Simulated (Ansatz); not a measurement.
One change: `C[NH][GaH][InH2]` becomes `C[NH][GaH2]`.

Ansatz, PBE0-D4/def2-TZVP geometries, multiplicity 1. Each molecule was computed in one conformer, which needn't be the lowest.

Elements past krypton have def2 core potentials. Scalar relativity is left out up to krypton.

| property | `C[NH][GaH][InH2]` |
| --- | --- |
| LUMO energy (PBE/def2-TZVPP) / eV | -2.74 |
| ideal-gas entropy at 298 K and 1 bar (rigid rotor, harmonic PBE0-D4/def2-TZVP) / J/(mol·K) | 395 |
| zero-point energy (PBE0-D4/def2-TZVP) / kJ/mol | 190.4 |
| size of the dipole moment (PBE/def2-TZVPP) / D | 1.47 |
| HOMO–LUMO gap (B3LYP/def2-TZVPP) / eV | 4.29 |
| size of the dipole moment (B3LYP/def2-TZVPP) / D | 1.34 |

Give the same properties after the change, and the shifts. (Best estimate.)

The calculation gave: 
| property | `C[NH][GaH2]` | shift |
| --- | --- | --- |
| LUMO energy (PBE/def2-TZVPP) / eV | -1.51 | 1.23 |
| ideal-gas entropy at 298 K and 1 bar (rigid rotor, harmonic PBE0-D4/def2-TZVP) / J/(mol·K) | 303 | -92 |
| zero-point energy (PBE0-D4/def2-TZVP) / kJ/mol | 177.5 | -12.9 |
| size of the dipole moment (PBE/def2-TZVPP) / D | 1.19 | -0.28 |
| HOMO–LUMO gap (B3LYP/def2-TZVPP) / eV | 5.53 | 1.24 |
| size of the dipole moment (B3LYP/def2-TZVPP) / D | 1.03 | -0.31 |

The zero-point energy changes by -12.9 kJ/mol with -6 modes. Dipoles are sizes alone; their direction can turn. Modes under 60 cm⁻¹, often nearly free rotors, make the harmonic entropy too high.

Positive LUMOs are unbound, so they and the gaps depend on the basis.

B3LYP here is the variant with VWN-RPA as its local correlation; programs differ in this.
